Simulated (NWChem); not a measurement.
MoNH$_{2}$O$_{2}$Cl; SMILES [Cl][Mo]([OH])(=[NH])=[O]

```xyz
7

Mo     0.0423    -0.2706     0.0255
O      0.9427    -0.7646     1.3395
N      0.8552    -0.7604    -1.4081
H      1.6919    -1.1964    -1.7961
Cl    -0.1086     2.0102     0.0002
O     -1.6389    -1.0773     0.0665
H     -2.0406    -1.5541    -0.6695
```
Atoms are numbered in this order, from 1.

Computed with NWChem. Coordinates come from a PBE0/def2-SVP optimisation. def2 effective core potentials on Mo; no spin-orbit coupling.

**Question.** Predict the results for B3LYP/def2-SVP. Quantities: highest occupied level (eV); orbital gap (eV); dipole (D).

**Answer.** 
```yaml
highest occupied level (eV): -8.22
orbital gap (eV): 5.71
dipole (D): 3.26
```
